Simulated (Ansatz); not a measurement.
Basis-set extrapolation for CH6Cl2O2Si2 (`O[Si](O)(Cl)C[SiH2]Cl`) (PBE0-D4/def2-TZVP geometry, frozen core, Ansatz 0.2.0). Multiplicity 1, RHF reference.

```json
{"": "HF", "def2-TZVPP": "-1688.337422", "def2-QZVPP": "-1688.390381"}
{"": "MP2 correlation", "def2-TZVPP": "-1.268649", "def2-QZVPP": "-1.378537"}
{"": "CCSD(T) correlation", "def2-TZVPP": "-1.383526", "def2-QZVPP": "not run"}
```

Energies in hartree. Use E(X) = E(∞) + A·exp(−7.88·√X) for Hartree–Fock and E(X) = E(∞) + B·X^(−2.97) for correlation, with X = 3 and 4, and add CCSD(T) minus MP2 of the smaller set to the MP2 limit.

Question: What is the CCSD(T) energy at the basis-set limit?

Answer: HF limit: -1688.390381 + (-0.052959) × 0.13774 = -1688.39768. MP2 limit: -1.378537 + (-0.109888) × 0.74074 = -1.45994. Higher-order term: -1.383526 − (-1.268649) = -0.11488. Total: -1689.97250 hartree, 660.4 kJ/mol below CCSD(T)/def2-TZVPP.
